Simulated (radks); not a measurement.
The numbers below are computed, except where a source is named.
Effect of the nuclear size on the germanium ion Ge2+, [Ar] 3d10 4s2. Level of theory: Dirac Kohn-Sham, PBE, spin-unpolarised, spherical densities, finite nucleus; Fermi nuclear charge, rms radius 4.0742 fm (a radial shooting solver on a logarithmic mesh with Libxc functionals). The rms radius is varied about that value; shifts are against it.

rms radius (fm) = 3.626: total energy shift (eV) -0.0706; density at nucleus (e/bohr^3) 3.197e+04; 1s1/2 shift (meV) -30.0; 2s1/2 shift (meV) -2.92; 2p1/2 shift (meV) 0.243; 3s1/2 shift (meV) -0.431; 3p1/2 shift (meV) 0.048; 4s1/2 shift (meV) -0.033
rms radius (fm) = 3.9153: total energy shift (eV) -0.0259; density at nucleus (e/bohr^3) 3.181e+04; 1s1/2 shift (meV) -11.0; 2s1/2 shift (meV) -1.07; 2p1/2 shift (meV) 0.089; 3s1/2 shift (meV) -0.158; 3p1/2 shift (meV) 0.018; 4s1/2 shift (meV) -0.012
rms radius (fm) = 4.0742: total energy shift (eV) 0; density at nucleus (e/bohr^3) 3.173e+04; 1s1/2 shift (meV) 0.000; 2s1/2 shift (meV) 0.000; 2p1/2 shift (meV) 0.000; 3s1/2 shift (meV) 0.000; 3p1/2 shift (meV) 0.000; 4s1/2 shift (meV) 0.000
rms radius (fm) = 4.449: total energy shift (eV) 0.0650; density at nucleus (e/bohr^3) 3.155e+04; 1s1/2 shift (meV) 27.6; 2s1/2 shift (meV) 2.69; 2p1/2 shift (meV) -0.223; 3s1/2 shift (meV) 0.396; 3p1/2 shift (meV) -0.044; 4s1/2 shift (meV) 0.031
rms radius (fm) = 4.8401: total energy shift (eV) 0.138; density at nucleus (e/bohr^3) 3.139e+04; 1s1/2 shift (meV) 58.8; 2s1/2 shift (meV) 5.72; 2p1/2 shift (meV) -0.476; 3s1/2 shift (meV) 0.844; 3p1/2 shift (meV) -0.095; 4s1/2 shift (meV) 0.065

Slopes of the eigenvalues against <r^2> in GHz/fm^2, as finite differences over the two radii next to the reference (eigenvalue slopes, not the field-shift constants of lines): 1s1/2 2090, 2s1/2 204, 2p1/2 -16.9, 3s1/2 30.0, 3p1/2 -3.37, 4s1/2 2.32.
